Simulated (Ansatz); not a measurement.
Ideal-gas functions of `S[SiH](Cl)[O][GaH2]` at 800 K and 1 bar, from an Ansatz frequency run at PBE0-D4/def2-TZVP.

Molar mass 185.36 g/mol, point group C1 (symmetry number 1), electronic degeneracy 1, moments of inertia 237.91, 569.255, 710.407 u Å². Harmonic wavenumbers (cm⁻¹, unscaled): 31, 60, 78, 161, 198, 274, 315, 447, 521, 552, 564, 630, 715, 721, 806, 848, 1039, 2026, 2037, 2273, 2698.

Use S(trans) = R[1.5 ln M + 2.5 ln T − 1.1517]; rotational temperatures θ = 24.2544 K / I; S(rot) = R[ln(√π/σ · √(T³/θAθBθC)) + 1.5]; for each mode x = 1.438777 ν̃/T, S = R[x/(eˣ − 1) − ln(1 − e⁻ˣ)] and H = RT x/(eˣ − 1); 1 cm⁻¹ = 0.0119627 kJ/mol; R = 8.31446 J/(mol·K).

Task: By hand: the entropy, in J/(mol·K).

Result: Translation 194.5. Rotation: θ = 0.1019, 0.0426, 0.0341 K, giving 137.3. Vibration, mode by mode: 32.32, 26.83, 24.65, 18.65, 16.94, 14.28, 13.15, 10.35, 9.15, 8.71, 8.54, 7.71, 6.77, 6.71, 5.92, 5.57, 4.23, 1.03, 1.02, 0.72, 0.38, in all 223.6. Electronic 0.0. Sum 555.4 J/(mol·K).

Task: By hand: H − E and G − E in kJ/mol, counted from the electronic energy.

Result: Zero-point energy ½ × 16994 × 0.0119627 = 101.6; thermal vibration 76.5; translation, rotation and pV give 4 RT = 26.6. H − E = 204.7 kJ/mol, and G − E = 204.7 − 800 × 555.4/1000 = -239.6 kJ/mol.

Vibration gives 40 % of the entropy, 83.8 J/(mol·K) of it from the modes under 150 cm⁻¹: soft modes count most, and the harmonic formula is weakest for them. The sum counts one conformer and one mirror image; others add a mixing term.
